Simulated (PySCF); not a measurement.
Compound: C₇H₁₀.
Structure used (GFN2-xTB), in Å, numbered top down from 1:
```
atom  x, y, z in Å
C1    -2.317    0.116   -0.087
C2    -1.229   -0.912    0.233
C3     0.143   -0.375    0.007
C4     1.077   -0.821   -0.849
C5     2.273   -0.016   -0.732
C6     2.078    0.931    0.195
C7     0.699    0.802    0.754
H8    -3.301   -0.335    0.011
H9    -2.260    0.962    0.594
H10   -2.203    0.481   -1.105
H11   -1.371   -1.795   -0.394
H12   -1.333   -1.222    1.277
H13    0.978   -1.651   -1.526
H14    3.165   -0.179   -1.310
H15    2.771    1.688    0.514
H16    0.114    1.706    0.575
H17    0.709    0.633    1.833
```

Closed-shell single points with PySCF (density fitting; grid level 2 and gas phase unless stated) on one GFN2-xTB geometry.

Question: Rank these settings by the number of (spherical) basis functions, lowest first.
A. wB97X/6-31G*, grid level 1, damping 0.3 at the start, DIIS from the seventh cycle
B. PBE0/def2-SVPD
C. BHandHLYP/pcSseg-0
D. wB97X-D/IGLO-II
E. PBE0/pcSseg-1

Answer: C (83), A (118), E (169), D (214), B (220).

Question: Rank these settings by the HOMO–LUMO gap, lowest first.
A. wB97X/6-31G*, grid level 1, damping 0.3 at the start, DIIS from the seventh cycle
B. PBE0/def2-SVPD
C. wB97X-D/IGLO-II
D. BP86/def2-SVPD
E. BHandHLYP/pcSseg-0

Answer: D (3.72 eV), B (5.65 eV), E (7.79 eV), C (9.24 eV), A (10.24 eV).

All figures of these runs:

```csv
settings,basis functions,SCF cycles,E (Eh),HOMO (eV),LUMO (eV),dipole (D)
PBE0/def2-SVPD,220,13,-272.2173,-6.05,-0.40,0.73
wB97X-D/IGLO-II,214,13,-272.7024,-7.79,1.45,0.73
BHandHLYP/pcSseg-0,83,12,-271.9297,-6.97,0.82,0.66
"wB97X/6-31G*, grid level 1, damping 0.3 at the start, DIIS from the seventh cycle",118,12,-272.6552,-8.02,2.22,0.61
PBE0/pcSseg-1,169,13,-272.3631,-6.05,-0.37,0.74
BP86/def2-SVPD,220,15,-272.5369,-5.14,-1.42,0.76
```

wB97X-D ran without the empirical dispersion term, which would shift the total energy alone. Cycle counts include a coarse-grid stage where the run had one. All basis functions are spherical, in the Pople sets too.

One conformer stands for the species.
